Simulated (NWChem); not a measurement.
The numbers come from NWChem runs, not from measurements. System: IIn, charge 0, spin multiplicity 1, at a geometry optimised with PBE/def2-SVP with def2 effective core potentials on In, I. The structure started from a generated list of species. Level: MP2/def2-QZVP with def2 effective core potentials on In, I, 8 core orbitals frozen.

Input file:

```
start mol
memory heap 200 mb stack 900 mb global 1100 mb
geometry units angstroms nocenter noautoz
  In     0.000000     0.000000    -1.460991
  I      0.000000     0.000000     1.350727
  symmetry group C2v
end
basis spherical
  * library def2-qzvp
end
ecp
  In library def2-ecp
  I library def2-ecp
end
scf
  rhf
  nopen 0
  maxiter 100
  thresh 1e-7
  semidirect memsize 60000000 filesize 0
end
mp2
  freeze core 8
end
task mp2 energy
```

Output (cleaned and shortened):

```
             Northwest Computational Chemistry Package (NWChem) 7.3.0
             --------------------------------------------------------

                                NWChem Input Module
                                -------------------

 Scaling coordinates for geometry "geometry" by  1.889725989
 (inverse scale =  0.529177249)

 Turning off AUTOSYM since
 SYMMETRY directive was detected!

                             Geometry "geometry" -> ""
                             -------------------------

 Output coordinates in angstroms (scale by  1.889725989 to convert to a.u.)

  No.       Tag          Charge          X              Y              Z
 ---- ---------------- ---------- -------------- -------------- --------------
    1 In                  49.0000     0.00000000     0.00000000    -1.46099100
    2 I                   53.0000     0.00000000     0.00000000     1.35072700

 Effective nuclear repulsion energy (a.u.)     488.7664110171

            Nuclear Dipole moment (a.u.)
            ----------------------------
        X                 Y               Z
 ---------------- ---------------- ----------------
     0.0000000000     0.0000000000    -0.0000529123

      Symmetry information
      --------------------

 Group name             C2v
 Group number             16
 Group order               4
 No. of unique centers     2

      Symmetry unique atoms

     1    2


 Summary of "ao basis" -> "" (spherical)
 ------------------------------------------------------------------------------
       Tag                 Description            Shells   Functions and Types
 ---------------- ------------------------------  ------  ---------------------
 *                         def2-qzvp                  on all atoms

 Summary of "ao basis" -> "ao basis" (spherical)
 ------------------------------------------------------------------------------
       Tag                 Description            Shells   Functions and Types
 ---------------- ------------------------------  ------  ---------------------
 In                        def2-qzvp                22       82   7s6p4d4f1g
 I                         def2-qzvp                22       82   7s6p4d4f1g

                                 NWChem SCF Module
                                 -----------------

  ao basis        = "ao basis"
  functions       =   164
  atoms           =     2
  closed shells   =    23
  open shells     =     0
  charge          =   0.00
  wavefunction    = RHF
  use symmetry    = T
  symmetry adapt  = T

 Summary of "ao basis" -> "ao basis" (spherical)
 ------------------------------------------------------------------------------
       Tag                 Description            Shells   Functions and Types
 ---------------- ------------------------------  ------  ---------------------
 In                        def2-qzvp                22       82   7s6p4d4f1g
 I                         def2-qzvp                22       82   7s6p4d4f1g

      Symmetry analysis of basis
      --------------------------

        a1         64
        a2         20
        b1         40
        b2         40

 Forming initial guess at       0.4s

      Superposition of Atomic Density Guess
      -------------------------------------

 Sum of atomic energies:        -565.22306181

      Non-variational initial energy
      ------------------------------

 Total energy =    -485.865496
 1-e energy   =   -1049.659214
 2-e energy   =     464.986491
 HOMO         =      -0.266281
[...]
 Vector   24  Occ=0.000000D+00  E= 6.889256D-03  Symmetry=b1
              MO Center= -6.1D-16,  1.6D-31, -1.6D+00, r^2= 8.1D+00
   Bfn.  Coefficient  Atom+Function         Bfn.  Coefficient  Atom+Function
  ----- ------------  ---------------      ----- ------------  ---------------
    23      0.677120  1 In px                17      0.306806  1 In px
   105     -0.247586  2 I  px                20      0.211360  1 In px
     8     -0.163498  1 In px

 Vector   25  Occ=0.000000D+00  E= 6.889256D-03  Symmetry=b2
              MO Center= -3.3D-31, -4.0D-16, -1.6D+00, r^2= 8.1D+00
   Bfn.  Coefficient  Atom+Function         Bfn.  Coefficient  Atom+Function
  ----- ------------  ---------------      ----- ------------  ---------------
    24      0.677120  1 In py                18      0.306806  1 In py
   106     -0.247586  2 I  py                21      0.211360  1 In py
     9     -0.163498  1 In py

 Vector   26  Occ=0.000000D+00  E= 4.749050D-02  Symmetry=a1
              MO Center=  1.3D-16, -2.0D-16, -2.5D+00, r^2= 1.4D+01
   Bfn.  Coefficient  Atom+Function         Bfn.  Coefficient  Atom+Function
  ----- ------------  ---------------      ----- ------------  ---------------
    25      1.437137  1 In pz                89     -0.922271  2 I  s
    88      0.549617  2 I  s                 87     -0.486767  2 I  s
    22     -0.376128  1 In pz                 6      0.330778  1 In s
    19      0.261160  1 In pz               107      0.245774  2 I  pz

 center of mass
 --------------
 x =   0.00000000 y =   0.00000000 z =   0.02761809

 moments of inertia (a.u.)
 ------------------
        1702.453785529283           0.000000000000           0.000000000000
           0.000000000000        1702.453785529283           0.000000000000
           0.000000000000           0.000000000000           0.000000000000

  Mulliken analysis of the total density
  --------------------------------------

    Atom       Charge   Shell Charges
 -----------   ------   -------------------------------------------------------
    1 In  21    20.54   0.63  0.01  1.16  0.17  0.63  1.06  0.25  5.88  0.00  0.16  0.28  0.19  0.01  9.05  0.83  0.16  0.03  0.00  0.02  0.00  0.00  0.00
    2 I   25    25.46   0.71  0.02  1.16  0.18  0.81  0.89  0.19  5.42  0.03  0.73  1.85  2.60  0.84  9.00  0.88  0.13  0.02  0.00  0.00  0.00  0.00  0.00

       Multipole analysis of the density wrt the origin
       ------------------------------------------------

     L   x y z        total         open         nuclear
     -   - - -        -----         ----         -------
     0   0 0 0      0.000000      0.000000     46.000000

     1   1 0 0     -0.000000      0.000000      0.000000
     1   0 1 0      0.000000      0.000000      0.000000
     1   0 0 1     -1.569784      0.000000      5.834272

     2   2 0 0    -36.964473      0.000000      0.000000
     2   1 1 0     -0.000000      0.000000      0.000000
     2   1 0 1      0.000000      0.000000      0.000000
     2   0 2 0    -36.964473      0.000000      0.000000
     2   0 1 1      0.000000      0.000000      0.000000
     2   0 0 2    -39.483993      0.000000    322.952681

                   NWChem MP2 Semi-direct Energy/Gradient Module
                   ---------------------------------------------

  Basis functions       =    164
  Molecular orbitals    =    164
  Frozen core           =      8
  Frozen virtuals       =      0
  Active alpha occupied =     15
  Active beta occupied  =     15
  Active alpha virtual  =    141
  Active beta virtual   =    141
  Use MO symmetry       = T
  Use skeleton AO sym   = T

  AO/Fock/Back tols     =   1.0D-09  1.0D-09  1.0D-09

 GA uses MA = F    GA memory limited = T

 Available:
  local mem=  1.26D+08
 global mem=  1.44D+08
 local disk=  0.00D+00
  mp2_memr nvloc                   141
  nvloc new                   141
   1 passes of  15:        7340032                     229609                  95391478.
   1 passes of  15: M    126123763           G      144125408           F     118783731.

 Semi-direct pass number   1 of   1  for RHF alpha+beta  at       15.0s
  vrange nnbf                 13259
  mp2_eaftype                   363  avail_ma_in_mb                  1099
 EAF : mp2_eaftype filesize         363   47695739.
  mp2_eaf for mointskh                    363
Node 0 wrote    224.3 Mb in      0.3 s     Agg I/O rate:   756.8 Mb/s
 Done moints_semi at       43.1s
  mp2_eaftype                   363  avail_ma_in_mb                   736
 EAF : mp2_eaftype filesize         363   47695739.
  mp2_eaf for kh                   363
 Done maket at       43.6s
 Done multipass loop at       43.6s

          -------------------------------------------
          SCF energy                -485.966727441007
          Correlation energy          -1.118248928812
          Singlet pairs               -0.502244877569
          Triplet pairs               -0.616004051243
          Total MP2 energy          -487.084976369819
          -------------------------------------------

          ---------------------------------------------------
                    Spin Component Scaled (SCS) MP2
          Same spin pairs                     -0.410669367495
          Same spin scaling factor             0.333333333333
          Opposite spin pairs                 -0.707579561317
          Opposite spin scaling fact.          1.200000000000
          SCS-MP2 correlation energy          -0.985985262745
          Total SCS-MP2 energy              -486.952712703753
          ---------------------------------------------------

 -----------------------
 Performance information
 -----------------------

 Timer overhead =  1.03D-07 seconds/call

               Nr. of calls         CPU time (s)                 Wall time (s)                GFlops
             ---------------    -------------------     ------------------------------   -------------------
Name         Min   Avg   Max    Min     Avg     Max     Min     Avg     Max   Mx/calls   Min     Max     Sum
mp2: moin     1     1     1    28.     28.     28.      28.     28.     28.     28.      0.0     0.0     0.0
mp2: make     1     1     1   0.56    0.56    0.56     0.56    0.56    0.56    0.56      0.0     0.0     0.0
mp2: tota     1     1     1    29.     29.     29.      29.     29.     29.     29.      0.0     0.0     0.0

 The average no. of pstat calls per process was 3.00D+00
 with a timing overhead of 3.08D-07s

 Task  times  cpu:       43.6s     wall:       43.6s

 Total times  cpu:       43.7s     wall:       43.7s
```
